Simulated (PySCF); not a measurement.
Identify the unknown among the candidates.

All candidates are C5H12OSi2.

- XPS: Si2p3/2 106.6, Si2p3/2 106.9, C1s 290.0, C1s 290.1, C1s 290.1, C1s 290.6, C1s 290.7, O1s 537.2, Si1s 1846.5, Si1s 1846.8 eV [ΔSCF SCAN, pcX-2 on the ionised atom, pcseg-1 elsewhere, spin-free X2C, 2p3/2 from a spin–orbit splitting computed afterwards within the 2p shell]
- 1H NMR: chemical shifts (computed TMS as zero) by class: 5.08 (1 H), 4.97 (1 H), 4.10 (1 H), 1.08 (1 H), 1.00 (1 H), 0.92 (1 H), 0.79 (1 H), 0.72 (1 H), 0.55 (1 H), 0.51 (1 H), 0.16 (1 H), -0.38 (1 H) ppm [GIAO PBE0/pcSseg-1]
- Dipole: 1.74 D [CAM-B3LYP/def2-SVPD]
- Polarisability: 106.6 au [CAM-B3LYP/def2-SVPD]
- UV, strongest line: among the 10 lowest singlet transitions: S7 at 8.09 eV (153 nm, f = 0.051) [TDDFT CAM-B3LYP/def2-SVPD]
- Valence photoelectron: vertical ionisation energy: 9.90 eV [ΔSCF CAM-B3LYP/def2-SVPD]
- Rotational structure: rotational constants A, B, C: 3.494, 0.823, 0.715 GHz [PBE0-D3(BJ)/def2-SVP]
- Triplet: lowest triplet excitation (Tamm–Dancoff): 7.03 eV [TDA CAM-B3LYP/def2-SVPD]
- UV, first state: lowest singlet excitation: 7.34 eV (169 nm, f = 0.004) [TDDFT CAM-B3LYP/def2-SVPD]
- 13C NMR: chemical shifts (computed TMS as zero) by class: 9.5 (1 C), 8.5 (1 C), 3.7 (1 C), 0.0 (1 C), -3.2 (1 C) ppm [GIAO PBE0/pcSseg-1]

The electronic properties come from PySCF, for the isolated species, density fitting. Levels stand in brackets. Isolated species at its PBE0-D3(BJ)/def2-SVP geometry (one conformer only). NMR values are class means; diastereotopic atoms form classes of their own.

Task: Which candidate is it?
A. `C#C[SiH2]O[SiH2]C(C)C`
B. `C1C[Si@H](C2CC2)O[SiH2]1`
C. `C=C(C)[Si@H]1CC[SiH2]O1`

Result: B. It is `C1C[Si@H](C2CC2)O[SiH2]1`. Numbering: `[CH2:1]1[CH2:2][Si@H:3]([CH:4]2[CH2:5][CH2:6]2)[O:7][SiH2:8]1`. Its formula, C5H12OSi2, gives 2 degrees of unsaturation: 2 rings and 0 π bonds in the structure found. 5 carbons fall into 5 classes; from least to most shielded: ring sp3 carbon bound to silicon [C2] (9.5 ppm), ring sp3 carbon bound to silicon [C1] (8.5 ppm), three-membered-ring carbon [C6] (3.7 ppm), three-membered-ring carbon [C5] (0.0 ppm), ring sp3 carbon bound to silicon [C4] (-3.2 ppm). Hydrogen classes from least to most shielded: 1 H on an oxygen-bound silicon, Si8 (5.08 ppm), 1 H on an oxygen-bound silicon, Si8 (4.97 ppm), 1 H on an oxygen-bound silicon, Si3 (4.10 ppm), 1 H on an sp3 carbon bound to silicon, C2 (1.08 ppm), 1 H on an sp3 carbon bound to silicon, C1 (1.00 ppm), 1 H on an sp3 carbon bound to silicon, C1 (0.92 ppm), 1 H on a three-membered-ring carbon, C6 (0.79 ppm), 1 H on an sp3 carbon bound to silicon, C2 (0.72 ppm), 1 H on a three-membered-ring carbon, C5 (0.55 ppm), 1 H on a three-membered-ring carbon, C6 (0.51 ppm), 1 H on a three-membered-ring carbon, C5 (0.16 ppm), 1 H on an sp3 carbon bound to silicon, C4 (-0.38 ppm). The core levels belong to: Si2p3/2 106.6 eV, oxygen-bound silicon [Si3]; Si2p3/2 106.9 eV, oxygen-bound silicon [Si8]; C1s 290.0 eV, sp3 carbon bound to silicon [C2]; C1s 290.1 eV, sp3 carbon bound to silicon [C4]; C1s 290.1 eV, sp3 carbon bound to silicon [C1]; C1s 290.6 eV, three-membered-ring carbon [C6]; C1s 290.7 eV, three-membered-ring carbon [C5]; O1s 537.2 eV, siloxane oxygen [O7]; Si1s 1846.5 eV, oxygen-bound silicon [Si3]; Si1s 1846.8 eV, oxygen-bound silicon [Si8]. The first electron is taken from the HOMO, whose largest Löwdin shares are 0.22 on an sp3 carbon bound to silicon, 0.13 on an oxygen-bound silicon, 0.13 on an sp3 carbon bound to silicon and 0.10 on a three-membered-ring carbon. The optimised geometry has point group C1 and is an asymmetric top.

The others, at the same levels:
- `C#C[SiH2]O[SiH2]C(C)C` fails: it has 4 carbon classes against 5; its computed 13C shifts are 103.7 (1 C), 89.2 (1 C), 17.1 (2 C), 14.9 (1 C) ppm, 1H shifts are 5.02 (2 H), 4.79 (2 H), 2.43 (1 H), 1.39 (1 H), 1.05 (6 H) ppm and rotational constant A is 1.907 GHz (against 3.494 GHz).
- `C=C(C)[Si@H]1CC[SiH2]O1` fails: its computed 13C shifts are 150.8 (1 C), 136.8 (1 C), 22.6 (1 C), 10.2 (1 C), 8.9 (1 C) ppm, core binding energies are Si2p3/2 106.7, Si2p3/2 107.0, C1s 289.9, C1s 289.9, C1s 290.1, C1s 290.2, C1s 290.8, O1s 537.3, Si1s 1846.6, Si1s 1846.9 eV and 1H shifts are 6.21 (1 H), 6.05 (1 H), 5.11 (1 H), 5.04 (1 H), 4.95 (1 H), 1.85 (3 H), 1.12 (1 H), 1.05 (1 H), 1.03 (1 H), 0.55 (1 H) ppm.

Each candidate is one conformer, not necessarily the lowest. The conformers computed, where there is a choice (atom-mapped SMILES and torsion angles):
- `[CH:1]#[C:2][SiH2:3][O:4][SiH2:5][CH:6]([CH3:7])[CH3:8]`: C2–Si3–O4–Si5 4°, Si3–O4–Si5–C6 28°, O4–Si5–C6–C7 180°

The conformers of `C1C[Si@H](C2CC2)O[SiH2]1` and `C=C(C)[Si@H]1CC[SiH2]O1` aren't listed.
